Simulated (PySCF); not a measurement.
C2H6SSe, SMILES CSC[SeH], singlet (B3LYP/def2-SVP optimised geometry):

```
10

C      1.420    -0.617     0.000
S     -0.399    -0.617     0.000
C     -0.739     1.162     0.000
Se    -0.198     2.210    -1.602
H      1.736    -1.666    -0.090
H      1.803    -0.048    -0.860
H      1.823    -0.200     0.936
H     -1.823     1.266     0.139
H     -0.235     1.666     0.839
H     -1.000     1.401    -2.541
```

Computed with B3LYP/def2-TZVP (PySCF).

### Question
What are the frontier orbital energies and the dipole moment?

### Answer
HOMO-2 -8.67 eV, HOMO-1 -6.56 eV, HOMO -6.23 eV, LUMO -0.61 eV, LUMO+1 0.42 eV; dipole moment 0.85 D.

Meta-Löwdin charges at B3LYP/def2-TZVP: C1 -0.39, S2 0.08, C3 -0.35, Se4 -0.04, H5 0.13, H6 0.13, H7 0.12, H8 0.14, H9 0.13, H10 0.06.
